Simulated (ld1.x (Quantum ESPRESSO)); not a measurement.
**Ranking TM potentials for N**

All share these settings but for the change named:

```
Element                 : N (Z = 7)
Generator               : ld1.x (Quantum ESPRESSO) 7.5
Type                    : norm-conserving Troullier–Martins (Kleinman–Bylander form)
Functional              : PBE
Relativity              : non-relativistic
Frozen core             : [He]
Valence charge          : 5
Reference configuration : 2s2 2p3
Partial waves           : 2s (bound): rc 0.70 bohr; 3d channel at -0.2 Ry: rc 1.45 bohr; 2p (bound): rc 1.35 bohr
Local potential         : the p channel
Core correction         : Bessel-smoothed model core inside 0.60 bohr
```

Test errors are all-electron minus pseudo excitation energies from the reference, over 2s2 2p2; 2s2 2p1; 2s2 2p0; 2s2 2p2.5; 2s2 2p3.3; 2s1 2p0; 2s1 2p3. None of these files shows a bound ghost.

The base gives 804.8 meV.

Of 5 variants that were run, those that failed, showed a ghost or another fault, or gave nearly equal values are left out.

A variant can come out equal or close to the base, since the largest error may sit in a test that the change hardly touches while other tests move.

Rank these variants by their largest absolute test error, smallest first.
A. core correction none
B. core correction Bessel-smoothed model core inside 0.44 bohr
C. core correction Bessel-smoothed model core inside 0.84 bohr

B (656.1 meV), C (741.1 meV), A (923.4 meV).
